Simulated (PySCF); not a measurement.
Gas-phase reaction: GaH3 + O2 → GaOH + H2O

Energies from PySCF, thermal terms from the rigid-rotor harmonic-oscillator model, ideal gas at 1 bar. † marks an energy on the PBE0/def2-TZVP geometry and frequencies; other levels use their own. 6-31G* has spherical d functions here. Open shells (unrestricted): O2 (multiplicity 3); the rest are closed-shell singlets. B3LYP is the form with VWN-RPA correlation. Ga: all electrons, no relativistic terms. GaH3, GaOH: computed as isolated molecules; such fragments, hydroxides, amides, oligomers or adducts are transient or little studied in the gas. The harmonic model lacks anharmonicity and excited electronic states, which grow with temperature; levels with a mode under 35 cm⁻¹ are left out.

```tsv
level	ΔE electronic, kJ	ΔH°(298 K), kJ	ΔS°(298 K), J/K	ΔG°(1400 K), kJ
B3LYP/def2-TZVP†	-519	-490	13	-505
BLYP/def2-TZVP†	-513	-484	13	-499
HF/6-31G*	-402	-371	12	-385
HF/def2-TZVP†	-453	-425	13	-439
PBE/def2-TZVP†	-501	-472	13	-487
PBE0/def2-QZVP†	-522	-493	13	-507
r2SCAN/def2-TZVP†	-489	-460	13	-474
LDA/def2-TZVP†	-536	-507	13	-522
ωB97X-V/def2-TZVP†	-492	-464	13	-478
```
ΔH° is lowest at LDA/def2-TZVP† and highest at HF/6-31G*. No reference value is set beside these.
